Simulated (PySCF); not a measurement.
Structure problem from calculated spectra and properties.

Elements present: C, H and O. Monoisotopic mass: 106.0419 u.

| Quantity | Value |
| --- | --- |
| Dipole | 2.32 D [PBE0/pcSseg-1] |
| Rotational structure | rotational constants A, B, C: 6.187, 0.842, 0.788 GHz [GFN2-xTB] |
| NMR, other nuclei | isotropic shieldings of nuclei other than C and H, by class: -359 (1 O) ppm [GIAO PBE0/pcSseg-1] |
| 1H NMR | chemical shifts (computed TMS as zero) by class: 3.29 (2 H), 2.48 (3 H), 1.39 (1 H) ppm [GIAO PBE0/pcSseg-1] |
| 13C NMR | chemical shifts (computed TMS as zero) by class: 205.9 (1 C), 78.6 (1 C), 75.9 (1 C), 74.2 (1 C), 73.6 (1 C), 37.4 (1 C), 30.3 (1 C) ppm [GIAO PBE0/pcSseg-1] |

The electronic properties come from PySCF, for the isolated species, density fitting. Levels stand in brackets. Geometry: GFN2-xTB, one conformer, isolated molecule. NMR classes are plain means over equivalent atoms (diastereotopic ones count apart unless rotation or inversion swaps them), as if these changed places fast.

Q: Which formula fits the mass and the elements?

A: C7H6O (calculated 106.0419). No other formula that holds each of these elements comes within 0.0003 u with a fitting electron parity and a possible valence count.

Q: Propose a structure and show how it fits.

A: Numbering: `[CH:1]#[C:2][C:3]#[C:4][CH2:5][C:6]([CH3:7])=[O:8]`. Its formula, C7H6O, gives 5 degrees of unsaturation: 0 rings and 5 π bonds in the structure found. 7 carbons fall into 7 classes; from least to most shielded: ketone carbonyl carbon [C6] (205.9 ppm), alkyne carbon [C3] (78.6 ppm), alkyne carbon [C4] (75.9 ppm), terminal alkyne carbon [C1] (74.2 ppm), alkyne carbon [C2] (73.6 ppm), sp3 carbon next to a carbonyl [C5] (37.4 ppm), methyl carbon next to a carbonyl [C7] (30.3 ppm). Hydrogen classes from least to most shielded: 2 H on an sp3 carbon next to a carbonyl, C5 (3.29 ppm), 3 H on a methyl carbon next to a carbonyl, C7 (2.48 ppm, a mean of values up to 1.4 ppm apart in this geometry), 1 H on a terminal alkyne carbon, C1 (1.39 ppm). The other shieldings belong to: -359 ppm, ketone oxygen [O8]. The optimised geometry has point group C1 and is an asymmetric top. Structure: `C(CC#CC#C)(=O)C`. Computed isomers that give other values at the same levels: `C#CC(=O)C(=C)C=C` (13C chemical shifts (computed TMS as zero) by class: 183.8 (1 C), 155.8 (1 C), 141.7 (1 C), 133.0 (1 C), 129.8 (1 C), 92.1 (1 C), 86.7 (1 C) ppm); `C#CC1=COC=CC1` (rotational constant A: 5.301 GHz; this holds for the one conformer computed); `C#CC1=CCCC1=O` (13C chemical shifts (computed TMS as zero) by class: 207.2 (1 C), 177.4 (1 C), 135.4 (1 C), 95.9 (1 C), 80.1 (1 C), 36.9 (1 C), 30.9 (1 C) ppm). The assignments are read from this structure; whether some other isomer fits the data as well wasn't checked.

Shape of the structure used: `[CH:1]#[C:2][C:3]#[C:4][CH2:5][C:6]([CH3:7])=[O:8]`: C4–C5–C6–C7 -48°.
